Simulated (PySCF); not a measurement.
**Shapes and spin states of [CrCl2]+**

All numbers come from PBE0 in PySCF with Cr def2-SVP, Cl def2-SVP; no relativity; density-fitted integrals.

Relaxations began from a few typed shapes and spin states; open shells are unrestricted. The search is not exhaustive: other isomers or separated fragments can lie lower, and high-lying points may rest on an excited occupation.

```tsv
spin	group	bonds	angles	imaginary modes (cm⁻¹)	ΔE (kJ/mol)	ΔE with ZPE (kJ/mol)
quartet (⟨S²⟩ 4.02)	C2v	Cr–Cl 2.085 Å (×2)	Cl–Cr–Cl 119.4°	none	0.0	0.0
quartet (⟨S²⟩ 4.12)	D∞h	Cr–Cl 2.108 Å (×2)	Cl–Cr–Cl 180.0°	57i, 57i	12.5	–
broken-symmetry Ms = 1/2 (⟨S²⟩ 1.80)	C2v	Cr–Cl 2.060 Å (×2)	Cl–Cr–Cl 117.6°	none	116.6	117.3
broken-symmetry Ms = 1/2 (⟨S²⟩ 1.85)	D∞h	Cr–Cl 2.097 Å (×2)	Cl–Cr–Cl 180.0°	71i	137.0	–
```

The lowest minimum found is the quartet (⟨S²⟩ 4.02) C2v: Cr–Cl 2.085 Å (×2); Cl–Cr–Cl 119.4°.

Formally Cr is in oxidation state +3, d3, with 3 unpaired electrons (the high-spin count). The Mulliken spin on Cr is 3.59. The polar-tensor charge on Cr, 1.33, is far below the formal one.

For the lowest minimum: the determinant is spin-contaminated (⟨S²⟩ = 4.02, pure value 3.75). Other spin states or occupations of the open shell can lie lower.

The electron or spin density has lower symmetry than the nuclear frame for the broken-symmetry Ms = 1/2 (⟨S²⟩ 1.85) D∞h at 137.0 kJ/mol.
